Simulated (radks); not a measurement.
Task: All-electron atom: the holmium ion Ho3+ in [Xe] 4f9 6d1 (not the ground configuration). Method: scalar-relativistic Kohn-Sham, SCAN, spin-polarised, spherical densities, finite nucleus; open shells are filled with parallel spins first (spin-orbit coupling, left out, can overturn this in heavy ions); meta-GGA in the generalised Kohn-Sham scheme; Fermi nuclear charge, rms radius 5.2022 fm; computed with a radial shooting solver on a logarithmic mesh with Libxc functionals. Some entries of the table are withheld. Estimate them.

| orbital | occ. | eigenvalue (eV) | <r> (bohr) | r(max) (bohr) |
|---|---|---|---|---|
| 1s down | 1 | -55613.17 | 0.02074 | 0.01311 |
| 1s up | 1 | -55613.16 | 0.02074 | 0.01311 |
| 2s up | 1 | -9365.508 | 0.08805 | 0.07454 |
| 2s down | 1 | -9365.384 | 0.08805 | 0.07454 |
| 2p up | 3 | -8298.280 | 0.07807 | 0.06062 |
| 2p down | 3 | -8298.187 | 0.07806 | 0.06062 |
| 3s up | 1 | -2141.705 | 0.2296 | 0.2109 |
| 3s down | 1 | -2138.970 | 0.2294 | 0.2109 |
| 3p up | 3 | -1813.338 | 0.2288 | 0.2076 |
| 3p down | 3 | -1810.508 | 0.2286 | 0.2075 |
| 3d up | 5 | -1396.401 | 0.2081 | 0.1699 |
| 3d down | 5 | -1394.099 | 0.2078 | 0.1698 |
| 4s up | 1 | -468.7250 | 0.5173 | 0.4837 |
| 4s down | 1 | -462.7804 | 0.5178 | 0.4835 |
| 4p up | 3 | -359.7583 | 0.5475 | 0.5049 |
| 4p down | 3 | -353.8738 | 0.5484 | 0.5048 |
| 4d up | 5 | -212.2153 | 0.5911 | 0.5217 |
| 4d down | 5 | -206.2965 | 0.5932 | 0.5218 |
| 5s up | 1 | -92.4687 | 1.220 | 1.105 |
| 5s down | 1 | -90.8203 | 1.238 | 1.119 |
| 5p up | 3 | -65.0489 | 1.396 | 1.247 |
| 5p down | 3 | -63.7337 | 1.414 | 1.257 |
| 4f up | 7 | (1) | 0.7366 | 0.5136 |
| 4f down | 2 | (2) | 0.7577 | 0.5164 |
| 6d up | 1 | -13.8796 | 4.607 | 4.364 |

Result: 
(1) 4f up eigenvalue (eV): -51.1778
(2) 4f down eigenvalue (eV): -45.4334
